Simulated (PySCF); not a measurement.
Dipole response of F(3+) (fluorine, charge +3)

[He] 2s2 2p2, high-spin 3P determinant. Computed with PySCF 2.14 in ANO-RCC-VTZP (4s3p2d1f, 30 functions), with the spin-free X2C one-electron Hamiltonian (Gaussian nucleus). Coupled (time-dependent) response in atomic units; α is the mean over directions. The basis has no added diffuse functions, which lowers α and C₆.

```csv
method,mean α (bohr³),"α xx, yy, zz",C₆ (like pair),S(−4)
UHF,0.9789,"1.070, 0.9335, 0.9335",0.8720,1.310
PBE,0.9404,"1.038, 0.8919, 0.8919",0.8499,1.044
PBE0,0.9444,"1.041, 0.8959, 0.8959",0.8509,1.075
LC-wPBE,0.9451,"1.043, 0.8964, 0.8964",0.8545,1.063
wB97M-V,0.9299,"1.028, 0.8810, 0.8810",0.8512,0.9386
```

S(−4) is the Cauchy moment in α(ω) = α(0) + S(−4) ω² + …

α(iu) at UHF:

| u (hartree) | α(iu) (bohr³) |
| --- | --- |
| 0 | 0.9789 |
| 0.0500 | 0.9757 |
| 0.100 | 0.9661 |
| 0.200 | 0.9313 |
| 0.300 | 0.8820 |
| 0.500 | 0.7691 |
| 0.750 | 0.6401 |
| 1.00 | 0.5388 |
| 1.50 | 0.3998 |
| 2.00 | 0.3101 |
| 3.00 | 0.2008 |
| 5.00 | 0.1009 |

For an ion, C₆ is the dispersion term alone; charge-induced terms of lower order in 1/R come first.

The components differ because the open shell of this determinant is not spherical; for a pure term their mean is the scalar polarisability.
